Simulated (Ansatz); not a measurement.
Reaction (isomerisation): `BN([SiH3])CC` → `BN(C)[SiH2]C`

Isolated molecules relaxed with PBE0-D4/def2-TZVP in Ansatz; ΔE leaves out vibrations. CCSD(T)/CBS adds triple-zeta CCSD(T) − MP2 to the extrapolated MP2 energy (def2 sets, frozen cores). Functionals use def2-TZVPP. Each species was taken in one conformer, which may not be the lowest.

| level | ΔE (kJ/mol) |
| --- | --- |
| r2SCAN0-D4 | -42.7 |
| ωB97X-V | -38.7 |
| LC-ωPBE | -42.3 |
| HF/def2-SVP | -30.1 |
| MP2/def2-TZVPP | -39.6 |
| CCSD/def2-TZVPP | -37.9 |
| MP2/def2-QZVPP | -40.6 |
| HF/CBS(def2) | -35.8 |

**Question.** What does CCSD(T)/CBS give? (Estimate.)

**Answer.** The calculation gave: -39.7 kJ/mol. The listed levels differ from it by -3.0, 1.0, -2.6, 9.6, 0.1, 1.8, -0.9, 3.9 kJ/mol.

**Question.** What do rigid-rotor, harmonic-oscillator terms from PBE0-D4/def2-TZVP frequencies (298.15 K, 1 bar) make of the CCSD(T)/CBS value? (An estimate is asked.)

**Answer.** Computed: ΔZPE = +1.1 kJ/mol, ΔH = -37.5 kJ/mol, ΔS = 7 J/(mol·K), ΔG = -39.5 kJ/mol. Modes under 50 cm⁻¹ make the entropy rough.

Largest T1 diagnostic among the species: 0.012.

At CCSD(T), def2-SVP lies +14.4 kJ/mol from the extrapolated value and def2-TZVPP +1.7 kJ/mol. Leaving LDA and LC-ωPBE aside and taking each functional with its dispersion term where it has one, the values, not all of them listed here, spread over 4.7 kJ/mol, from r2SCAN-D4 to ωB97X-V. LDA lies +3.5 kJ/mol from PBE without D4.
